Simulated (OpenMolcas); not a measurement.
**What dynamic correlation does to the levels of Mo²⁺**

- Program: OpenMolcas 26.06
- Basis: ANO-RCC-VQZP [8s7p5d3f2g1h]
- Scalar Hamiltonian: DKH2, point nucleus
- Active space: 10 electrons in 8 orbitals (RAS1 4p, at most 2 holes; RAS2 4d)
- State averaging: 2S+1 = 5 even, 5 roots; 2S+1 = 3 even, 45 roots; 2S+1 = 1 even, 50 roots
- Spin-orbit coupling: RASSI with atomic mean-field integrals over the reference wave functions, term energies averaged over their components

Methods on the same reference wave functions:
A. RASSCF
B. SS-RASPT2, IPEA 0.25 Eh, imaginary shift 0.1 Eh (closed shells correlated: 4s)
C. MS-RASPT2, IPEA 0.25 Eh, imaginary shift 0.1 Eh (closed shells correlated: 4s)

Energies in cm⁻¹ above 4d⁴ ⁵D₀, the measured ground level; measured values from Sugar and Musgrove, J. Phys. Chem. Ref. Data 17, 155 (1988).

| Level | A | B | C | Measured |
| --- | --- | --- | --- | --- |
| 4d⁴ ⁵D₀ | 0.0 | 0.0 | 0.0 | 0.0 |
| 4d⁴ ⁵D₁ | 238 | 250 | 248 | 242 |
| 4d⁴ ⁵D₂ | 668 | 692 | 687 | 668 |
| 4d⁴ ⁵D₃ | 1241 | 1266 | 1260 | 1224 |
| 4d⁴ ⁵D₄ | 1919 | 1933 | 1928 | 1872 |
| 4d⁴ ³P₀(1) | 14290 | 12080 | 12050 | 11149 |
| 4d⁴ ³P₁(1) | 15612 | 13390 | 13330 | 12510 |
| 4d⁴ ³H₄ | 16723 | 13160 | 13150 | 12680 |
| 4d⁴ ³H₅ | 17337 | 13730 | 13730 | 13276 |
| 4d⁴ ³P₂(1) | 17594 | 15340 | 15240 |  |
| 4d⁴ ³F₂(1) | 17636 | 14890 | 14890 |  |
| 4d⁴ ³F₃(1) [74 %] | 17730 | 14840 | 14840 | 13948 |
| 4d⁴ ³H₆ | 17870 | 14240 | 14230 | 13811 |
| 4d⁴ ³F₄(1) | 18062 | 15180 | 15160 | 14296 |
| 4d⁴ ³G₃ [74 %] | 20347 | 16760 | 16740 | 15871 |
| 4d⁴ ³G₄ | 20812 | 17160 | 17140 | 16283 |
| 4d⁴ ³G₅ | 21280 | 17530 | 17520 | 16714 |
| 4d⁴ ³D₃ | 24715 | 20620 | 20610 | 19488 |
| 4d⁴ ³D₂ | 24807 | 20690 | 20700 | 19577 |
| 4d⁴ ³D₁ | 25113 | 21050 | 21050 |  |
| 4d⁴ ¹G₄(1) | 25282 | 21700 | 21680 | 20612 |
| 4d⁴ ¹I₆ | 25809 | 20220 | 20220 | 20290 |
| 4d⁴ ¹S₀(1) | 27079 | 24290 | 24260 | 22990 |
| 4d⁴ ¹D₂(1) | 29641 | 24460 | 24430 | 22806 |

Deviations, from unrounded energies. A percentage is the sum of absolute deviations over the sum of measured energies, with the sign that they share, or ± where signs differ.

```csv
Against measurement,Levels,A,B,C
mean absolute deviation (cm-1),20,3600,700,690
fine structure of the ground term (%),4,±1.7,+3.4,+2.9
other terms of the ground configuration (%),16,+26.7,±5.2,±5.1
```

B, C lie about equally close to measurement and A furthest from it. The largest miss of C in the table is 4d⁴ ¹D₂(1), by +1600 cm-1. The ranking rests on the paired levels alone, and a cruder setting can come out closer through cancelling errors.

Between B and C the level of the table that moves most is 4d⁴ ³P₂(1), by 96 cm-1 (lowest in C, highest in B). Moves below CASPT2's spread within the term are not significant.

The mean deviations of B to C differ by less than CASPT2's widest spread within a term (1500 cm-1), so their order carries little weight.

From A to B the spin-free energies of the other terms of 4d⁴ shown, above ⁵D, scale by factors of 0.77 to 0.89, as is usual when dynamic correlation screens the repulsion within a d or f shell.

The lowest spin-free term lies below A's lowest term by 0.338 hartree in B, 0.338 hartree in C.

CASPT2 does not keep the components of a term degenerate, so their means are used; among the terms shown or strongly mixed into the levels shown the widest spread is 1500 cm-1 (4d⁴ ¹I, C). Active for correlation alone: 4p; no level in the range computed is led by a configuration that opens it, so any true level of that kind is missing. The CASPT2 spread within a term exceeds the gap to the next term for 4d⁴ ¹S(1) and 4d⁴ ¹D(1), so the order of their levels is uncertain (figures for B; the like holds for C). Without dynamic correlation excited terms often stand tens of per cent too high (terms of higher spin than the ground term too low), and those without a measured partner can miss by more than the paired ones (holds for A). Some levels mix across a computed gap that differs much from the measured one, so their mixing is not that of the real levels (holds for A). Measured partners are found by configuration, term and J. A level has none where our copy of the source lacks it or the pairing is in doubt (some pairs that miss far off the trend of their configuration count as doubtful), and it then counts in no deviation. Levels of configurations outside the active space are missing. The table leaves out levels that lie high or whose names do not pair safely across all columns.

A share in square brackets marks a mixed level and gives the weight of the term that names it, the lowest over the columns. A number in round brackets counts repeated terms of one configuration in the order of the reference energies.
